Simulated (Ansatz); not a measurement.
The first iterations of a band of ClGaH$_{4}$ (6 atoms, charge 0, multiplicity 1).

Method: RKS PBE0-D4/def2-SVP (Ansatz).

- movable images: 5
- climbing image: from the first iteration
- spring: 5.0 eV/Å²
- optimiser: fire
- start path: through a guess of the saddle point
- force threshold: 0.03 eV/Å
- iteration limit: 60
- end points: relaxed

Image 0:

```xyz
6
Properties=species:S:1:pos:R:3
Ga 0.001 0.186 0.010
H -0.004 0.697 1.504
H 1.363 0.113 -0.769
H -1.365 0.037 -0.752
Cl 0.079 -2.418 0.947
H 0.076 -2.008 2.169
```

Image 6:

```xyz
6
Properties=species:S:1:pos:R:3
Ga 0.020 -0.574 -0.281
H 0.011 0.261 2.049
H 1.412 0.098 -0.480
H -1.409 0.019 -0.462
Cl 0.082 -2.699 0.148
H 0.034 -0.499 2.135
```

| iteration | highest image above the first end (eV) | largest band force component (eV/Å) |
| --- | --- | --- |
| 1 | 0.930 | 3.170 |
| 2 | 0.685 | 2.747 |
| 3 | 0.484 | 1.621 |
| 4 | 0.464 | 1.166 |
| 5 | 0.423 | 1.271 |
| 6 | 0.401 | 0.991 |
| 7 | 0.360 | 0.932 |
| 8 | 0.343 | 0.717 |
| 9 | 0.313 | 0.785 |
| 10 | 0.301 | 0.540 |
| 11 | 0.280 | 0.646 |
| 12 | 0.272 | 0.429 |
| 13 | 0.258 | 0.557 |
| 14 | 0.252 | 0.387 |
| 15 | 0.242 | 0.475 |
| 16 | 0.238 | 0.339 |
| 17 | 0.231 | 0.416 |
| 18 | 0.228 | 0.307 |

Task: Does the band converge within its limit, and where does its top end?

Result: The run converged. It ended after 56 iterations with the highest image 0.199 eV above the first end. Another band between the same ends (5 images) ends at a top of the same energy, where a vibrational analysis finds 1 clearly imaginary mode. The orbitals stay closed-shell, which can raise the energy where a bond breaks towards radicals; this wasn't checked here.

Time of the run: 7.8 min on 1 thread of Arm Neoverse V2, with other jobs on the host, peak memory 0.14 GiB.
